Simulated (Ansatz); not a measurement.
A nudged elastic band was laid between two geometries of CH3AlBCl (7 atoms, charge 0, multiplicity 1).

Computed with UKS LDA/def2-SVP (Ansatz).

| Property | Result |
| --- | --- |
| movable images | 5 |
| climbing image | yes |
| spring | 5.0 eV/Å² |
| optimiser | quadratic models (default) |
| start path | through a guess of the saddle point |
| force threshold | 0.03 eV/Å |
| iteration limit | 60 |
| end points | relaxed |

Initial state:

```xyz
7
Properties=species:S:1:pos:R:3
Cl -2.130 -1.415 1.105
B -0.934 -0.487 0.257
C 0.465 -0.160 0.552
Al -0.332 0.620 -1.248
H 1.207 0.450 -0.038
H 1.005 -0.502 1.459
H 0.719 1.494 -2.088
```

Final state:

```xyz
7
Properties=species:S:1:pos:R:3
Cl -2.016 -1.322 1.011
B -0.643 -0.445 0.363
C 0.743 -0.176 0.749
Al 0.696 0.736 -0.821
H -0.994 0.106 -0.780
H 1.328 -0.484 1.625
H 0.885 1.585 -2.147
```

Problem. Which bonds break or form, and what moves?

Solution. Bonds broken: C3–H5. Bonds formed: B2–H5.

Problem. Give the energies along the band, and the barrier.

Solution. The forces met the threshold. The highest image is number 3 of 0 to 6, 29.1 kcal/mol above the first end and 42.0 kcal/mol above the last; the last end lies 12.9 kcal/mol below the first. A vibrational analysis at the climbing image gives one clearly imaginary mode, 1146i cm⁻¹: a first-order saddle point. The orbitals stay closed-shell, which can raise the energy where a bond breaks towards radicals; this wasn't checked here.

```tsv
image	path coordinate (Å)	energy (kcal/mol)	C3–H5 (Å)	B2–H5 (Å)
0	0.00	0.0	1.13	2.36
1	0.79	1.9	1.13	2.27
2	1.57	10.3	1.15	1.89
3	2.36	29.1	1.57	1.37
4	2.98	9.2	2.02	1.30
5	3.60	-9.8	2.29	1.31
6	4.22	-12.9	2.33	1.32
```

Problem. What is the geometry of the highest image?

Solution. 
```xyz
7
Properties=species:S:1:pos:R:3
Cl -1.851 -1.677 0.959
B -0.704 -0.563 0.247
C 0.513 0.187 0.714
Al 0.077 0.842 -1.031
H 0.451 -0.900 -0.411
H 0.997 0.265 1.714
H 0.518 1.846 -2.192
```

Problem. What are the harmonic wavenumbers there?

Solution. 1146i, 222, 288, 396, 417, 467, 661, 816, 863, 912, 1127, 1252, 1825, 1877, 3015 cm⁻¹.

Time of the run: 99 s on 2 threads of Arm Neoverse N1 (shared host), peak memory 0.15 GiB.
